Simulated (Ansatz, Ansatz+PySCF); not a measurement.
```csv
atom,x (Å),y (Å),z (Å)
C,-0.8328,-1.0970,-0.1279
C,0.3242,-1.1891,0.6348
C,1.1625,-0.0893,0.7626
C,0.8430,1.1047,0.1296
C,-0.3155,1.1981,-0.6300
C,-1.1526,0.0976,-0.7599
H,-1.4834,-1.9566,-0.2284
H,0.5722,-2.1183,1.1311
H,2.0646,-0.1635,1.3560
H,1.4953,1.9627,0.2288
H,-0.5665,2.1295,-1.1206
H,-2.0549,0.1716,-1.3530
```

Basis set: def2-SVP (spherical functions). Frozen core: 6 orbitals. Charge 0, multiplicity 3.

Computed with Ansatz (development build ahead of 0.2.0); each method stands on the lowest determinant of its kind that the runs found.

Give the atomization energy at this shape (free ground-state atoms in the same class of orbitals less the molecule, no zero-point energy) of triplet C₆H₆ by UHF-MP2, UHF.

```
 method  atomization energy
UHF-MP2    1222.25 kcal/mol
    UHF     967.88 kcal/mol
```

Caution: another spin multiplicity may lie lower; the determinant breaks the point group; the unrestricted determinant is spin contaminated.
